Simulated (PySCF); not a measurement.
Work out the structure from these simulated measurements.

Formula: C4H9BO3.

- Triplet: lowest triplet excitation (Tamm–Dancoff): 7.39 eV [TDA CAM-B3LYP/def2-SVPD]
- Couplings: largest of the computed one-bond spin–spin couplings (means over like bonds): 13C–1H +150.0 (×4), 13C–1H +147.4 (×3), 13C–1H +133.4 (×2), 13C–13C +35.6 (×2), 17O–11B -29.0, 17O–11B -19.3 (×2), 17O–13C +18.0 (×2), 17O–13C +16.4 Hz [B3LYP/pcJ-1, spin–dipole term left out for some pairs]
- 13C NMR: chemical shifts (computed TMS as zero) by class: 65.2 (2 C), 51.0 (1 C), 31.0 (1 C) ppm [GIAO KT3/pcSseg-1]
- NMR, other nuclei: isotropic shieldings of nuclei other than C and H, by class: 88 (1 B), 241 (2 O), 261 (1 O) ppm [GIAO KT3/pcSseg-1]
- UV, first state: lowest singlet excitation: 7.51 eV (165 nm, f = 0.004) [TDDFT CAM-B3LYP/def2-SVPD]
- Rotational structure: rotational constants A, B, C: 4.377, 1.517, 1.184 GHz [PBE0-D3(BJ)/def2-SVP]

Gas-phase values; electronic properties from PySCF, density fitting. Levels stand in brackets. Isolated species at its PBE0-D3(BJ)/def2-SVP geometry (one conformer only). NMR classes are plain means over equivalent atoms (diastereotopic ones count apart unless rotation or inversion swaps them), as if these changed places fast.

Problem. Give a SMILES that accounts for the data.

Solution. Numbering: `[CH3:1][O:2][B:3]1[O:4][CH2:5][CH2:6][CH2:7][O:8]1`. 4 carbons fall into 3 classes; from least to most shielded: ring sp3 carbon bound to oxygen [C5/C7] (65.2 ppm, 2 C), methoxy carbon [C1] (51.0 ppm), ring CH2 carbon [C6] (31.0 ppm). The other shieldings belong to: 88 ppm, three-coordinate boron [B3]; 241 ppm, boron-bound oxygen [O4/O8]; 261 ppm, boron-bound oxygen [O2]. The couplings run between: +150.0 Hz, sp3 carbon bound to oxygen [C5] and its hydrogen (with 3 like pairs); +147.4 Hz, methoxy carbon [C1] and its hydrogen (with 2 like pairs); +133.4 Hz, ring CH2 carbon [C6] and its hydrogen (with 1 like pair); +35.6 Hz, sp3 carbon bound to oxygen [C5] and ring CH2 carbon [C6] (with 1 like pair); -29.0 Hz, boron-bound oxygen [O2] and three-coordinate boron [B3]; -19.3 Hz, boron-bound oxygen [O4] and three-coordinate boron [B3] (with 1 like pair); +18.0 Hz, boron-bound oxygen [O4] and sp3 carbon bound to oxygen [C5] (with 1 like pair); +16.4 Hz, boron-bound oxygen [O2] and methoxy carbon [C1]. The optimised geometry has point group C1 and is an asymmetric top. Structure: `COB1OCCCO1`. The assignments are read from this structure; whether some other isomer fits the data as well wasn't checked.
